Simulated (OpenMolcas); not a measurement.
**Nb3+ in a ligand field**

Nb3+ with 4 ligands (bromide) in tetrahedral coordination (Td) at 2.5 Å. A charge of +0.25 e stands 3.2 Å behind each ligand. Ligand basis ANO-RCC-VDZP.

```json
{
  "Program": "OpenMolcas",
  "Method": "SS-CASPT2, IPEA 0.25 Eh, imaginary shift 0.1 Eh (closed shells correlated: 4s 4p and the ligand valence shells)",
  "Basis": "ANO-RCC-VDZP [6s5p3d1f]",
  "Scalar Hamiltonian": "DKH2, point nucleus",
  "Active space": "2 electrons in 5 orbitals (4d)",
  "State averaging": "2S+1 = 3 even, 10 roots; 2S+1 = 1 even, 15 roots",
  "Spin-orbit coupling": "state interaction with AMFI integrals over the reference wave functions"
}
```

The lowest spin-free states (labels of Td), above the lowest:

```csv
State,Degeneracy,E (cm-1)
3A2,1,0
1E,2,6390
3T2,3,6930
3T1,3,10840
1A1,1,11890
1T2,3,12530
1T1,3,14610
3T1,3,16500
1E,2,20360
1T2,3,21780
1A1,1,30650
```

The lowest levels with spin-orbit coupling:

| E (cm-1) | Degeneracy | 2S+1 |
| --- | --- | --- |
| 0 | 3 | 3 |
| 6010 | 2 | 1 (70 %) |
| 6960 | 1 | 3 |
| 7000 | 3 | 3 |
| 7020 | 3 | 3 |
| 7340 | 2 | 3 (71 %) |
| 10670 | 3 | 3 |
| 10780 | 2 | 3 |
| 11130 | 1 | 3 (79 %) |
| 11150 | 3 | 3 |
| 12180 | 1 | 1 (79 %) |
| 12600 | 3 | 1 |
| 14670 | 3 | 1 |
| 16180 | 1 | 3 |
| 16430 | 3 | 3 |
| 16810 | 2 | 3 |
| 16860 | 3 | 3 |
| 20490 | 2 | 1 |
| 21900 | 3 | 1 |
| 30780 | 1 | 1 |

Electric-dipole absorption from the lowest level at this geometry, strongest bands:

```tsv
E (cm-1)	λ (nm)	f
6010	1660	1.16e-05
7000	1430	3.92e-06
7020	1430	2.15e-06
10670	937	2.60e-03
10780	928	1.78e-03
11130	899	7.33e-04
11150	897	2.51e-03
12180	821	1.25e-04
12600	794	1.47e-04
14670	682	1.20e-04
16180	618	7.04e-04
16430	609	2.01e-03
16810	595	1.37e-03
16860	593	2.02e-03
20490	488	2.10e-06
30780	325	2.23e-06
```

Powder χT (cm3 K/mol): 0.796 at 2 K, 0.797 at 10 K, 0.804 at 50 K, 0.813 at 100 K, 0.83 at 200 K, 0.847 at 300 K. The effective moment at 300 K is 2.828 √(χT) = 2.60 μB.

The lowest level has 2S+1 = 3, for which the spin-only value is χT = S(S+1) / 2 = 1.000 cm3 K/mol (g = 2). The computed 0.847 at 300 K differs by -0.153, through orbital momentum, spin-orbit coupling and any other state in reach.

Roots that are degenerate in the reference are averaged as groups; the widest CASPT2 spread within a group is 560 cm-1 (the 3-fold group of multiplicity 3 near 16500 cm-1 above the lowest state of its run). Shifts and gaps below about the spread of the groups concerned are not significant. Over all roots computed the reference weight is 0.73 to 0.75; a low but even weight reflects the number of correlated electrons. The least metal-like active orbital is 77 % on the metal (Löwdin) and no ligand orbital is active, so the numbers are rough. Ligand-to-metal charge-transfer states are missing. These CASPT2 states fit no ligand-field parameters well, so their order and spin gaps are uncertain. With no ligand orbital active B as a rule stays too high, so bands that hang on it stand too high and its fall with covalency is understated. With one d shell and no ligand orbital active, 10Dq can be off by a tenth or more. No measured value stands beside these numbers; the geometry was imposed, not optimised, and the real ion may take another.

The CASPT2 steps took 2.7 min on 1 thread of Intel(R) Xeon(R) 6975P-C (Granite Rapids), on a shared host; the integral step is not counted.
